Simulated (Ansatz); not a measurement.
H2OZn (SMILES [OH][ZnH]) moved off its minimum; all values from Ansatz (a first-principles code), cores frozen in correlated methods.
(charge 0, multiplicity 1)
```xyz
4

Zn    -0.3260    -0.0892    -0.0623
H     -1.7942    -0.7170    -0.1787
O      1.2496     0.4651     0.0742
H      1.5236     1.4055     0.2273
```

Problem. Give the forces (eV/Å), the total energy and the dipole at CCSD(T)/def2-TZVPPD.

Solution. 
| atom | Fx | Fy | Fz |
|---|---|---|---|
| Zn1 | -3.841 | -1.342 | -0.276 |
| H2 | 1.071 | 0.430 | 0.062 |
| O3 | 3.307 | 2.551 | 0.486 |
| H4 | -0.537 | -1.639 | -0.272 |
Energy -1854.6079 hartree, dipole 1.19 D.
